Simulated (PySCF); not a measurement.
## Mn²⁺ (manganese, charge +2) across methods

[Ar] 3d4 4p1, one real determinant (an excited configuration). Calculation: PySCF 2.14, in aug-cc-pwCVTZ-DK with one added diffuse shell each of s, p, d, f, g type (11s10p8d5f4g, 152 functions); the spin-free X2C one-electron Hamiltonian (Gaussian nucleus).

```json
{"method": "UHF", "E (hartree)": "-1156.13925", "mean ε 3p β (eV)": "-87.979", "mean ε 3d α (eV)": "-43.172", "mean ε 4p α (eV)": "-19.415", "Σ⟨r²⟩ (bohr²)": "23.19", "⟨S²⟩": "8.752"}
{"method": "PBE0", "E (hartree)": "-1156.997", "mean ε 3p β (eV)": "-80.268", "mean ε 3d α (eV)": "-35.683", "mean ε 4p α (eV)": "-17.917", "Σ⟨r²⟩ (bohr²)": "22.74", "⟨S²⟩": "8.751"}
{"method": "LDA", "E (hartree)": "-1154.742", "mean ε 3p β (eV)": "-77.284", "mean ε 3d α (eV)": "-33.102", "mean ε 4p α (eV)": "-17.321", "Σ⟨r²⟩ (bohr²)": "22.61", "⟨S²⟩": "8.750"}
{"method": "PBE", "E (hartree)": "-1156.962", "mean ε 3p β (eV)": "-77.170", "mean ε 3d α (eV)": "-32.947", "mean ε 4p α (eV)": "-17.267", "Σ⟨r²⟩ (bohr²)": "22.70", "⟨S²⟩": "8.750"}
{"method": "r2SCAN", "E (hartree)": "-1157.176", "mean ε 3p β (eV)": "-78.020", "mean ε 3d α (eV)": "-33.540", "mean ε 4p α (eV)": "-17.315", "Σ⟨r²⟩ (bohr²)": "22.69", "⟨S²⟩": "8.751"}
```

⟨L²⟩ = 8.01 against 12 for a pure F term, so this real determinant mixes terms.
